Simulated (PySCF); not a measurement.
Dipole response of Ni⁺ (nickel, charge +1)

[Ar] 3d9, 2D determinant. All numbers are calculated (PySCF 2.14, the spin-free X2C one-electron Hamiltonian (Gaussian nucleus), in aug-cc-pwCVTZ-DK). Coupled (time-dependent) response in atomic units; α is the mean over directions.

```csv
method,mean α (bohr³),"α xx, yy, zz",C₆ (like pair),S(−4)
PBE0,7.510,"7.068, 7.068, 8.395",24.38,59.92
```

S(−4) is the Cauchy moment in α(ω) = α(0) + S(−4) ω² + …

α(iu) at PBE0:

| u (hartree) | α(iu) (bohr³) |
| --- | --- |
| 0 | 7.510 |
| 0.0500 | 7.365 |
| 0.100 | 6.979 |
| 0.200 | 5.916 |
| 0.300 | 4.953 |
| 0.500 | 3.715 |
| 0.750 | 2.881 |
| 1.00 | 2.356 |
| 1.50 | 1.675 |
| 2.00 | 1.249 |
| 3.00 | 0.7728 |
| 5.00 | 0.3866 |

A single London oscillator, α(iu) = α/(1 + u²/ω²), gives C₆ = (3/4) ω α². Matching the computed C₆ needs ω = 4 × 24.38 / (3 × 7.510²) = 0.576 hartree.

For an ion, C₆ is the dispersion term alone; charge-induced terms of lower order in 1/R come first.

The components differ because the open shell of this determinant is not spherical; for a pure term their mean is the scalar polarisability.
